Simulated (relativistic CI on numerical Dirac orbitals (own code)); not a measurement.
**d1 to d9 in one octahedral field**

Computed with a parametric ligand-field model without spin-orbit coupling, by exact diagonalisation: B = 380, C = 1530, 10Dq = 23500 cm⁻¹ (Oh; |10Dq|/B = 61.8) for every shell. Energies in cm⁻¹; the field energy is (0.6 n_e − 0.4 n_t2) × 10Dq of the ground term; g labels are left out. So small a B with so large a field is typical of 4d and 5d ions, where spin-orbit coupling, left out here, reaches 1,000 to 4,000 cm⁻¹.

| Shell | Ground term | Electrons in e | Field energy | First spin-allowed bands | Lowest term of other spin |
| --- | --- | --- | --- | --- | --- |
| d1 | 2T2 | 0.000 | -9400 | 2E 23500 |  |
| d2 | 3T1 | 0.007 | -18635 | 3T2 22552, 3T1 27303 | 1T2 5457 |
| d3 | 4A2 | 0.000 | -28200 | 4T2 23500, 4T1 27804 | 2E 7638 |
| d4 | 3T1 | 0.011 | -37342 | 3E 21962, 3T1 22336 | 1T2 4740 |
| d5 | 2T2 | 0.021 | -46498 | 2A2 21376, 2T1 21513 | 4T1 16006 |
| d6 | ? | ? | ? | ? | ? |
| d7 | 2E | 1.010 | -42054 | 2T1 22245, 2T2 22633 | 4T1 15971 |
| d8 | 3A2 | 2.000 | -28200 | 3T2 23500, 3T1 27804 | 1E 6063 |
| d9 | 2E | 3.000 | -14100 | 2T2 23500 |  |

(1) Fill in the row of d6.

Answers

(1) Ground term: 1A1; Electrons in e: 0.016; Field energy: -56019; First spin-allowed bands: 1T1 22330, 1T2 27864; Lowest term of other spin: 3T1 19110. Low spin: d4, d5, d6, d7; the other shells keep the spin of the free ion. Only d4 to d7 can choose; the field needed to pair spins is smallest for d6 and largest for d5, which loses most exchange energy. In the strong-field picture 10Dq must exceed about 6B + 5C = 9930 (d4), 7.5B + 5C = 10500 (d5), 2.5B + 4C = 7070 (d6) and 4B + 4C = 7640 (d7); mixing of terms shifts these bounds somewhat.
